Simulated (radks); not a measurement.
Task: All-electron atom: Ru in [Kr] 4d7 5s1. Method: scalar-relativistic Kohn-Sham, PBE, spin-polarised, spherical densities, point nucleus; open shells are filled with parallel spins first (spin-orbit coupling, left out, can overturn this in heavy ions); hard spherical wall at 2.5 bohr; computed with a radial shooting solver on a logarithmic mesh with Libxc functionals. Some entries of the table are withheld. Estimate them.

orbital,occ.,eigenvalue (eV),<1/r> (bohr^-1),<r> (bohr)
1s up,1,-21900.64,45.88,0.03344
1s down,1,-21900.50,45.88,0.03344
2s up,1,-3117.693,10.37,0.1457
2s down,1,-3117.075,10.37,0.1457
2p up,3,-2788.231,10.05,0.1270
2p down,3,-2787.738,10.06,0.1270
3s up,1,-521.1839,3.589,0.4033
3s down,1,-520.7547,3.589,0.4032
3p up,3,-412.9974,3.416,0.4039
3p down,3,-412.5236,3.416,0.4038
3d up,5,-238.7816,3.185,0.3858
3d down,5,-238.1364,3.185,0.3856
4s up,1,-50.2661,1.308,1.037
4s down,1,-47.6169,1.314,1.034
4p up,3,-21.0612,1.176,1.128
4p down,3,-18.2663,1.181,1.123
4d up,5,22.4481,0.9737,1.293
4d down,2,25.4850,0.9790,1.288
5s up,1,54.0249,0.9281,1.547
5s down,0,57.2247,0.9256,1.549
4f up,0,(1),0.7579,1.461
4f down,0,(2),0.7615,1.456
5p up,0,72.5803,0.9652,1.519
5p down,0,75.6720,0.9615,1.524
6s up,0,197.1004,1.094,1.469
6s down,0,199.3497,1.094,1.469

Result: 
(1) 4f up eigenvalue (eV): 66.7066
(2) 4f down eigenvalue (eV): 69.9249
